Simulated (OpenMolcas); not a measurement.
# What dynamic correlation does to the levels of Ni⁷⁺

```json
{"Program": "OpenMolcas", "Basis": "ANO-RCC-VDZP [5s4p2d1f]", "Scalar Hamiltonian": "DKH2, point nucleus", "Active space": "3 electrons in 5 orbitals (3d)", "State averaging": "2S+1 = 4 even, 10 roots; 2S+1 = 2 even, 40 roots", "Spin-orbit coupling": "RASSI with atomic mean-field integrals over the reference wave functions, term energies averaged over their components"}
```

Methods on the same reference wave functions:
A. CASSCF
B. SS-CASPT2, IPEA 0.25 Eh, imaginary shift 0.1 Eh (closed shells correlated: 3s 3p)
C. MS-CASPT2, IPEA 0.25 Eh, imaginary shift 0.1 Eh (closed shells correlated: 3s 3p)
D. XMS-CASPT2, IPEA 0.25 Eh, imaginary shift 0.1 Eh (closed shells correlated: 3s 3p)

Energies in eV above 3d3 4F 3/2, the measured ground level; measured values from Corliss and Sugar, J. Phys. Chem. Ref. Data 10, 197 (1981).

```csv
Level,A,B,C,D,Measured
3d3 4F 3/2,0.0000,0.0000,0.0000,0.0000,0.0000
3d3 4F 5/2,0.1184,0.1196,0.1196,0.1194,0.1255
3d3 4F 7/2,0.2758,0.278,0.278,0.277,0.2708
3d3 4F 9/2,0.4654,0.467,0.467,0.467,0.4613
3d3 4P 1/2,3.4684,3.045,3.042,3.050,2.8840
3d3 4P 3/2,3.4999,3.082,3.073,3.083,2.9397
3d3 2G 7/2,3.5977,3.366,3.366,3.448,
3d3 4P 5/2,3.6578,3.230,3.230,3.238,3.0586
3d3 2G 9/2,3.7420,3.516,3.519,3.600,
3d3 2P 1/2,4.7323,4.584,4.329,4.373,
3d3 2H 9/2,4.7659,4.649,4.717,4.779,
3d3 2H 11/2,4.8640,4.752,4.823,4.884,
3d3 2D 5/2(1),5.2921,4.683,4.682,4.761,
3d3 2F 7/2,8.0748,7.491,7.491,7.582,
3d3 2F 5/2,8.1397,7.554,7.554,7.646,
3d3 2D 5/2(2),12.5764,11.630,11.630,11.663,
3d3 2D 3/2(2),12.6540,11.707,11.707,11.738,
```

Deviations, from unrounded energies. A percentage is the sum of absolute deviations over the sum of measured energies, with the sign that they share, or ± where signs differ.

```json
{"Against measurement": "mean absolute deviation (cm-1)", "Levels": "6", "A": "2400", "B": "660", "C": "640", "D": "680"}
{"Against measurement": "fine structure of the ground term (%)", "Levels": "3", "A": "±1.9", "B": "±2.1", "C": "±2.1", "D": "±2.1"}
{"Against measurement": "other terms of the ground configuration (%)", "Levels": "3", "A": "+19.6", "B": "+5.3", "C": "+5.2", "D": "+5.5"}
```

B, C, D lie about equally close to measurement and A furthest from it. The largest miss of C in the table is 3d3 4P 5/2, by +1400 cm-1. The ranking rests on the paired levels alone, and a cruder setting can come out closer through cancelling errors.

Among B to D the level of the table that moves most is 3d3 2P 1/2, by 2100 cm-1 (lowest in C, highest in B). Moves below CASPT2's spread within the term are not significant.

The mean deviations of B to D differ by less than CASPT2's widest spread within a term (1000 cm-1), so their order carries little weight.

From A to B the spin-free energies of the other terms of 3d3 shown, above 4F, scale by factors of 0.87 to 0.97.

The lowest spin-free term lies below A's lowest term by 0.210 hartree in B, 0.210 hartree in C, 0.213 hartree in D.

CASPT2 breaks the degeneracy within a term, and the mean is taken; among the terms shown or strongly mixed into the levels shown the widest spread is 1000 cm-1 (3d3 2H, B). The basis is small and was not contracted for so high a charge. Without dynamic correlation excited terms often stand tens of per cent too high (terms of higher spin than the ground term too low), and those without a measured partner can miss by more than the paired ones (holds for A). The CASPT2 spread within a term exceeds the gap to the next term for 3d3 2P and 3d3 2H, so the order of their levels is uncertain (holds for B). Measured partners are found by configuration, term and J. A level has none where our copy of the source lacks it or the pairing is in doubt (some pairs that miss far off the trend of their configuration count as doubtful), and it then counts in no deviation. Only configurations of the active space appear. The table leaves out levels that lie high or whose names do not pair safely across all columns.

A number in round brackets counts repeated terms of one configuration in the order of the reference energies.
